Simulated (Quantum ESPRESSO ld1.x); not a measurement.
Excited configurations of Pt I: one electron is placed in a higher orbital outside [Xe] 4f14 5d9. The ground configuration is [Xe] 4f14 5d9 6s1. All-electron calculation, non-relativistic Kohn-Sham, LDA (Slater exchange, VWN5 correlation), spin-polarised, spherical densities, point nucleus; open shells are filled with parallel spins first; relativity is left out, which matters for an element this heavy. Program: ld1.x of Quantum ESPRESSO 7.5. Excitation = E - E(ground); binding = E(ion) - E, where the ion is the core of charge +1; n* = 1/sqrt(2 binding) in atomic units, and the quantum defect is n - n*.

[
 {"outer orbital": "5f", "excitation (eV)": "6.818", "binding (eV)": "0.935", "quantum defect": "1.186", "<r> (bohr)": "17.11"},
 {"outer orbital": "6p", "excitation (eV)": "3.574", "binding (eV)": "4.179", "quantum defect": "4.196", "<r> (bohr)": "4.646"},
 {"outer orbital": "6d", "excitation (eV)": "6.131", "binding (eV)": "1.623", "quantum defect": "3.104", "<r> (bohr)": "10.09"},
 {"outer orbital": "6f", "excitation (eV)": "7.115", "binding (eV)": "0.638", "quantum defect": "1.381", "<r> (bohr)": "29.31"},
 {"outer orbital": "7s", "excitation (eV)": "5.291", "binding (eV)": "2.463", "quantum defect": "4.649", "<r> (bohr)": "8.868"},
 {"outer orbital": "7p", "excitation (eV)": "5.955", "binding (eV)": "1.799", "quantum defect": "4.250", "<r> (bohr)": "11.36"},
 {"outer orbital": "7d", "excitation (eV)": "6.761", "binding (eV)": "0.992", "quantum defect": "3.297", "<r> (bohr)": "19.45"},
 {"outer orbital": "7f", "excitation (eV)": "7.295", "binding (eV)": "0.459", "quantum defect": "1.554", "<r> (bohr)": "44.14"}
]

The Delta-SCF ionisation energy is 7.753 eV (NIST Atomic Spectra Database: 8.959 eV, measured). Self-interaction in the functional shifts the binding energies and quantum defects, so they are the method's values and not measured ones. Relativity is left out here, which matters for elements this heavy. Open shells are spherical and high-spin; term and fine-structure splittings are not resolved.
